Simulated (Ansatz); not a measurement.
The same ligand exchange along the group O, S, Se.

Gas-phase electronic energies from Ansatz, PBE0-D4/def2-TZVP geometries. CBS: MP2 limit from def2 TZ/QZ plus the TZ coupled-cluster correction, frozen cores. This one scheme is used for every species. DFT in def2-TZVPP. For Se outer-core shells are correlated without core-valence functions, which leaves a few kJ/mol of doubt a bond. Scalar relativity is left out up to krypton. Each species was taken in one conformer, which may not be the lowest.

```json
{"reaction": "`O[SiH2]O` + H₂O → `OO` + `O[SiH3]`", "CCSD/CBS(def2) (eV)": "4.84", "MP2/CBS(def2) (eV)": "5.04", "ωB97X-V (eV)": "4.56"}
{"reaction": "`S[SiH2]S` + H₂S → `SS` + `[SiH3]S`", "CCSD/CBS(def2) (eV)": "1.09", "MP2/CBS(def2) (eV)": "1.14", "ωB97X-V (eV)": "1.05"}
{"reaction": "`[SeH][SiH2][SeH]` + H₂Se → `[SeH][SeH]` + `[SiH3][SeH]`", "CCSD/CBS(def2) (eV)": "0.71", "MP2/CBS(def2) (eV)": "0.78", "ωB97X-V (eV)": "0.66"}
```

**Question.** Give the CCSD(T)/CBS values in the same order. (Best estimate.)

**Answer.** Ansatz gave: 4.79, 1.09, 0.72 eV.

Largest T1 diagnostic: 0.011, for `O[SiH2]O`.
